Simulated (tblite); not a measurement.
C₄H₄N₂O₃ (charge -1 and doublet state).
Cartesian coordinates in Å at the GFN2-xTB level; atoms count from 1:
```
atom  x, y, z in Å
C1     2.3757    0.5266   -0.1028
O2     1.8652   -0.6709    0.4296
C3     0.5134   -0.7461    0.3819
N4    -0.2487    0.2213   -0.1272
C5    -1.5009   -0.2681    0.0310
C6    -2.6738    0.3870   -0.3512
O7    -3.8580   -0.0038   -0.2326
O8    -1.4578   -1.5129    0.6295
N9    -0.1110   -1.8051    0.8500
H10    2.1035    0.6348   -1.1571
H11    3.4597    0.4707    0.0040
H12    1.9853    1.3934    0.4387
H13   -2.4568    1.3737   -0.8115
```

Level: GFN2-xTB in tblite, geometry and Hessian alike; calculated harmonic values, unscaled, isolated species. Errors from tens to a few hundred cm⁻¹ against measured bands are possible. One conformer, not necessarily the lowest. Open shells enter through the occupations alone, without spin polarisation, and single modes of such species can be off by tens of per cent.

Harmonic wavenumbers (cm⁻¹): 89.5, 104.0, 144.4, 145.6, 239.9, 280.5, 339.9, 463.7, 501.7, 567.2, 682.6, 698.8, 727.4, 784.9, 939.1, 1016.7, 1036.5, 1113.6, 1134.7, 1168.4, 1225.0, 1350.6, 1385.2, 1390.1, 1446.8, 1451.5, 1487.5, 1491.0, 1654.9, 2700.4, 2929.4, 2953.6, 2991.5.

A = 4860, B = 1002, C = 835.0 MHz; mass 128.022 u (most abundant isotopes); point group Cs, symmetry number 1; spin multiplicity 2.

Problem. What is the zero-point energy?

Solution. Half the sum of the wavenumbers: 18318 cm⁻¹ = 52.38 kcal/mol.

Problem. Give the ideal-gas entropy at 298.15 K and 1 bar in the rigid-rotor, harmonic-oscillator model (classical rotation).

Solution. Translation 40.48, rotation 28.76, vibration 20.72, spin (R ln 2) 1.38: S = 91.3 cal/(mol K).

Problem. And Cp and H(298.15 K) − H(0)?

Solution. Cp = 30.39 cal/(mol K), of which vibrations give 22.44 (their classical limit is 33 R = 65.6); H(298.15 K) − H(0) = 5.77 kcal/mol without the zero-point energy, 3.40 from vibrations.

Problem. Which modes carry the vibrational entropy at 298.15 K?

Solution. 89.5 cm⁻¹: 3.67; 104.0 cm⁻¹: 3.38; 144.4 cm⁻¹: 2.74; 145.6 cm⁻¹: 2.73; 239.9 cm⁻¹: 1.80; 280.5 cm⁻¹: 1.53 cal/(mol K); the other 27 give 4.87 together.

Problem. Blend soft modes into free rotors: weight 1/[1 + (100 cm⁻¹/ν̃)⁴] for the oscillator and the rest for a rotor with moment μB/(μ + B), μ = h/(8π²ν), B = 10⁻⁴⁴ kg m². What vibrational entropy results?

Solution. 19.96 cal/(mol K) in place of 20.72, which changes −T·S at 298.15 K by +0.23 kcal/mol.

Problem. What must be added to the electronic energy to get the Gibbs energy at 298.15 K and 1 bar?

Solution. ZPE + [H(298.15 K) − H(0)] − T·S = 52.38 + 5.77 − 27.23 = 30.92 kcal/mol.

Hindered rotation and anharmonicity are outside this model. Other conformers, if any are populated, would add a mixing term that is left out.
